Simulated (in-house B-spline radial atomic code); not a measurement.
Radial electron density of Tl IV (Tl3+), 1s1 2s2 2p6 3s2 3p6 3d10 4s2 4p6 4d10 4f14 5s2 5p6 5d10 6s1. Method: Dirac-Kohn-Sham LDA VWN5, spherical fractional occupations, Fermi nucleus of rms radius 5.4759 fm. Calculated with a B-spline radial code for spherical atoms.

Columns: r (bohr), 4πr²n(r) (electrons per bohr), bar.

```
0.000593    3.258 #
0.000739    4.552 #
 0.00092    6.308 ##
 0.00114    8.614 ##
 0.00143    11.85 ###
 0.00177    15.83 #####
 0.00221    21.09 ######
 0.00275    27.48 ########
 0.00342    35.03 ##########
 0.00426    43.56 #############
 0.00531    52.47 ###############
 0.00661    60.77 ##################
 0.00823    67.36 ####################
  0.0102    71.25 #####################
  0.0128    72.65 #####################
  0.0159    73.28 #####################
  0.0198    77.29 ######################
  0.0246    89.26 ##########################
  0.0306    110.9 ################################
  0.0382    136.5 ########################################
  0.0475    151.9 ############################################
  0.0591    147.4 ###########################################
  0.0736    129.8 ######################################
  0.0917    122.5 ###################################
   0.114    135.6 #######################################
   0.142    144.5 ##########################################
   0.177    121.8 ###################################
    0.22    88.94 ##########################
   0.274    84.71 #########################
   0.341    96.89 ############################
   0.425     85.3 #########################
   0.529    53.96 ################
   0.659    32.59 #########
    0.82    25.97 ########
    1.02    21.22 ######
    1.27    13.96 ####
    1.58    7.385 ##
    1.97     3.23 #
    2.45    1.163 
    3.06   0.3025 
     3.8  0.05324 
    4.74 0.005047 
     5.9 0.0002323 
    7.34 4.251e-06
```

On this grid the curve has 3 maxima, near 0.0475, 0.142, 0.341 bohr.

The 1s1/2 radial function P(r) = rR(r), positive near the nucleus, with its small component Q(r) (sign convention: Q ≈ (P' + κP/r)/2c):

```json
{"r (bohr)": "0.000247", "P": "0.721", "Q": "-0.214"}
{"r (bohr)": "0.000383", "P": "1.022", "Q": "-0.319"}
{"r (bohr)": "0.000593", "P": "1.435", "Q": "-0.4584"}
{"r (bohr)": "0.00092", "P": "1.995", "Q": "-0.6448"}
{"r (bohr)": "0.00143", "P": "2.736", "Q": "-0.8892"}
{"r (bohr)": "0.00221", "P": "3.652", "Q": "-1.19"}
{"r (bohr)": "0.00342", "P": "4.712", "Q": "-1.537"}
{"r (bohr)": "0.00531", "P": "5.769", "Q": "-1.883"}
{"r (bohr)": "0.00823", "P": "6.492", "Q": "-2.117"}
{"r (bohr)": "0.0128", "P": "6.415", "Q": "-2.089"}
{"r (bohr)": "0.0198", "P": "5.193", "Q": "-1.687"}
{"r (bohr)": "0.0306", "P": "3.1", "Q": "-1.004"}
{"r (bohr)": "0.0475", "P": "1.143", "Q": "-0.3684"}
{"r (bohr)": "0.0736", "P": "0.2031", "Q": "-0.0651"}
{"r (bohr)": "0.114", "P": "0.01172", "Q": "-0.003732"}
```
